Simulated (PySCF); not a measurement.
Compound: pentafluoropyridine, C5F5N.
Atom-mapped SMILES: `[F:1][c:2]1[n:3][c:4]([F:5])[c:6]([F:7])[c:8]([F:9])[c:10]1[F:11]`

Structure used (PBE0-D3(BJ)/def2-SVP), in Å, numbered top down from 1:
```
atom  x, y, z in Å
F1     0.0388   -2.7489    0.4108
C2    -0.0748   -1.4529    0.2175
N3    -1.2759   -0.9404    0.1482
C4    -1.4256    0.3441   -0.0443
F5    -2.6482    0.8250   -0.1074
C6    -0.3519    1.2229   -0.1847
F7    -0.5242    2.5147   -0.3788
C8     0.9313    0.6808   -0.1113
F9     1.9866    1.4504   -0.2356
C10    1.0854   -0.6899    0.0958
F11    2.2876   -1.2246    0.1703
```

Computed with PySCF at CAM-B3LYP/def2-SVPD, non-relativistic, on one gas-phase PBE0-D3(BJ)/def2-SVP geometry that isn't relaxed in the solvent. The solvent is an IEF-PCM continuum (van der Waals radii × 1.2), and excitations are vertical TDDFT with non-equilibrium linear response and a frozen core. Specific hydrogen bonds and non-electrostatic terms are outside this model.

| run | E − E(gas) (kcal/mol) | HOMO (eV) | HOMO–LUMO gap (eV) | dipole (D) | lowest singlet (eV) | static polarisability (au) |
| --- | --- | --- | --- | --- | --- | --- |
| gas | 0.00 | -9.41 | 8.75 | 0.98 | 5.42 | 65.4 |
| P | -3.56 | -9.12 | 8.76 | 1.39 | 5.40 | 86.1 |
| Q | -1.44 | -9.28 | 8.76 | 1.14 | 5.38 | 73.8 |

Task: The runs were made in benzene and water. Which run belongs to which solvent?

Result: P = water, Q = benzene. The dielectric constants are 2.271 (benzene), 78.36 (water), and the energy falls further as ε rises. The optical constants n² used for the excitations are 2.25, 1.78 in the same order. In this model the ground state sees the solvent through ε alone.

Task: How constant is the ratio of the lowering to (ε − 1)/(2ε + 1)?

Result: 
```csv
solvent,(ε − 1)/(2ε + 1),E − E(gas) (kcal/mol),ratio (kcal/mol),polarisation term (kcal/mol)
benzene,0.229,-1.44,-6.3,-1.53
water,0.490,-3.56,-7.3,-4.10
```

The ratio changes by +15.6 % in size from benzene to water. The polarisation term is half the interaction of the solute with the induced surface charges.

Cost: about 90 s of CPU time on one thread; the machine was shared, so the figure is rough. This is the whole response run at CAM-B3LYP/def2-SVPD in water, SCF included.
